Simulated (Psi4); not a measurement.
C2H6AlF (SMILES [CH3][Al]([CH3])[F]), singlet, geometry from GFN2-xTB (such geometries of metal compounds can be far from the true shape), atoms displaced at random by about 0.08 Å a coordinate; B3LYP/6-31G, gradient run with Psi4.

Psi4 was given this input:
```
memory 2 GB

molecule mol {
0 1
  Al   -0.002429   -0.001082    0.042685
  C     1.738034   -0.181013   -0.770697
  H     2.097673   -1.258985   -0.527649
  H     2.636523    0.413693   -0.327707
  H     1.779242    0.019682   -1.699990
  C    -0.772906   -0.573636    1.783651
  H    -1.366000   -1.344128    1.779721
  H    -1.199335    0.312737    2.199220
  H     0.028559   -0.871002    2.381664
  F    -0.979551    0.750182   -0.971802
symmetry c1
no_reorient
no_com
}

set basis 6-31g
set reference rks

gradient('b3lyp')
print_variables()
```

It wrote (shortened):

```
gradient() will perform analytic gradient computation.

   => Loading Basis Set <=

    Name: 6-31G
    Role: ORBITAL
    Keyword: BASIS

         ---------------------------------------------------------
                                   SCF
               by Justin Turney, Rob Parrish, Andy Simmonett
                          and Daniel G. A. Smith
                              RKS Reference
         ---------------------------------------------------------

  ==> Geometry <==

    Molecular point group: c1
    Full point group: C1

    Geometry (in Angstrom), charge = 0, multiplicity = 1:

       Center              X                  Y                   Z               Mass
    ------------   -----------------  -----------------  -----------------  -----------------
         AL          -0.002429000000    -0.001082000000     0.042685000000    26.981538530000
         C            1.738034000000    -0.181013000000    -0.770697000000    12.000000000000
         H            2.097673000000    -1.258985000000    -0.527649000000     1.007825032230
         H            2.636523000000     0.413693000000    -0.327707000000     1.007825032230
         H            1.779242000000     0.019682000000    -1.699990000000     1.007825032230
         C           -0.772906000000    -0.573636000000     1.783651000000    12.000000000000
         H           -1.366000000000    -1.344128000000     1.779721000000     1.007825032230
         H           -1.199335000000     0.312737000000     2.199220000000     1.007825032230
         H            0.028559000000    -0.871002000000     2.381664000000     1.007825032230
         F           -0.979551000000     0.750182000000    -0.971802000000    18.998403162730

  Running in c1 symmetry.

  Rotational constants: A =      0.23042  B =      0.15430  C =      0.09549 [cm^-1]
  Rotational constants: A =   6907.81071  B =   4625.84016  C =   2862.63170 [MHz]
  Nuclear repulsion =  155.740003084666881

  Charge       = 0
  Multiplicity = 1
  Electrons    = 40
  Nalpha       = 20
  Nbeta        = 20

  ==> Algorithm <==

  SCF Algorithm Type is DF.
  DIIS enabled.
  MOM disabled.
  Fractional occupation disabled.
  Guess Type is SAD.
  Energy threshold   = 1.00e-08
  Density threshold  = 1.00e-08
  Integral threshold = 1.00e-12

  ==> Primary Basis <==

  Basis Set: 6-31G
    Blend: 6-31G
    Number of shells: 34
    Number of basis functions: 52
    Number of Cartesian functions: 52
    Spherical Harmonics?: false
    Max angular momentum: 1

  ==> DFT Potential <==

   => LibXC <=

    Version 7.1.2
    S. Lehtola, C. Steigemann, M. J. T. Oliveira, and M. A. L. Marques,  SoftwareX 7, 1–5 (2018) (10.1016/j.softx.2017.11.002)

   => Composite Functional: B3LYP <=

    B3LYP Hyb-GGA Exchange-Correlation Functional

    P. J. Stephens, F. J. Devlin, C. F. Chabalowski, and M. J. Frisch,  J. Phys. Chem. 98, 11623 (1994) (10.1021/j100096a001)

    Deriv               =              1
    GGA                 =           TRUE
    Meta                =          FALSE

    Exchange Hybrid     =           TRUE
    MP2 Hybrid          =          FALSE

   => Exchange Functionals <=

    0.0800   Slater exchange
    0.7200         Becke 88

   => Exact (HF) Exchange <=

    0.2000               HF

   => Correlation Functionals <=

    0.1900   Vosko, Wilk & Nusair (VWN5_RPA)
    0.8100   Lee, Yang & Parr

   => LibXC Density Thresholds  <==

    XC_HYB_GGA_XC_B3LYP:  1.00E-15

   => Molecular Quadrature <=

    Radial Scheme          =       TREUTLER
    Pruning Scheme         =           NONE
    Nuclear Scheme         =       TREUTLER

    Blocking Scheme        =         OCTREE
    BS radius alpha        =              1
    Pruning alpha          =              1
    Radial Points          =             75
    Spherical Points       =            302
    Total Points           =         216748
    Total Blocks           =           1648
    Max Points             =            256
[...]
  @DF-RKS Final Energy:  -422.08905243227753
    Total Energy =                       -422.0890524322775263
[...]
         H            1.779242000000     0.019682000000    -1.699990000000     1.007825032230
         C           -0.772906000000    -0.573636000000     1.783651000000    12.000000000000
         H           -1.366000000000    -1.344128000000     1.779721000000     1.007825032230
         H           -1.199335000000     0.312737000000     2.199220000000     1.007825032230
         H            0.028559000000    -0.871002000000     2.381664000000     1.007825032230
         F           -0.979551000000     0.750182000000    -0.971802000000    18.998403162730

  Nuclear repulsion =  155.740003084666881

  ==> Basis Set <==

  Basis Set: 6-31G
    Blend: 6-31G
    Number of shells: 34
    Number of basis functions: 52
    Number of Cartesian functions: 52
    Spherical Harmonics?: false
    Max angular momentum: 1

  ==> DFJKGrad: Density-Fitted SCF Gradients <==

    Gradient:                    1
    J tasked:                  Yes
    K tasked:                  Yes
    wK tasked:                  No
    Integrals threads:           1
    Schwarz Cutoff:          1E-12
    Fitting Condition:       1E-10

   => Auxiliary Basis Set <=

  Basis Set: (6-31G AUX)
    Blend: CC-PVDZ-JKFIT
    Number of shells: 162
    Number of basis functions: 523
    Number of Cartesian functions: 523
    Spherical Harmonics?: false
    Max angular momentum: 3

  ==> DFT Potential <==

   => LibXC <=

    Version 7.1.2
    S. Lehtola, C. Steigemann, M. J. T. Oliveira, and M. A. L. Marques,  SoftwareX 7, 1–5 (2018) (10.1016/j.softx.2017.11.002)

   => Composite Functional: B3LYP <=

    B3LYP Hyb-GGA Exchange-Correlation Functional

    P. J. Stephens, F. J. Devlin, C. F. Chabalowski, and M. J. Frisch,  J. Phys. Chem. 98, 11623 (1994) (10.1021/j100096a001)

    Deriv               =              1
    GGA                 =           TRUE
    Meta                =          FALSE

    Exchange Hybrid     =           TRUE
    MP2 Hybrid          =          FALSE

   => Exchange Functionals <=

    0.0800   Slater exchange
    0.7200         Becke 88

   => Exact (HF) Exchange <=

    0.2000               HF

   => Correlation Functionals <=

    0.1900   Vosko, Wilk & Nusair (VWN5_RPA)
    0.8100   Lee, Yang & Parr

   => LibXC Density Thresholds  <==

    XC_HYB_GGA_XC_B3LYP:  1.00E-15

   => Molecular Quadrature <=

    Radial Scheme          =       TREUTLER
    Pruning Scheme         =           NONE
    Nuclear Scheme         =       TREUTLER

    Blocking Scheme        =         OCTREE
    BS radius alpha        =              1
    Pruning alpha          =              1
    Radial Points          =             75
    Spherical Points       =            302
    Total Points           =         216748
    Total Blocks           =           1648
    Max Points             =            256
    Max Functions          =             51
    Weights Tolerance      =       1.00E-15

  -Total Gradient:
     Atom            X                  Y                   Z
    ------   -----------------  -----------------  -----------------
       1       -0.038567224782     0.035054844216    -0.050239838421
       2       -0.054040726685     0.045568074327    -0.165210542606
       3        0.010598100985    -0.025533036361     0.015419397038
       4        0.031451781737     0.010799484493     0.005055947415
       5        0.000357300420    -0.022097064061     0.142763887902
       6       -0.067199248327    -0.081104831475     0.031749299113
       7        0.080084332739     0.083190860886     0.006846123863
       8        0.014101790386    -0.011251792780    -0.010757866609
       9       -0.034019195046     0.006149075311    -0.027040018660
      10        0.057364883332    -0.040768474765     0.051424745318

  Variable Map:
  ----------------------------------------------------------------------------
[...]
  Array Variable Map:
  ----------------------------------------------------------------------------
[...]
[...]
```
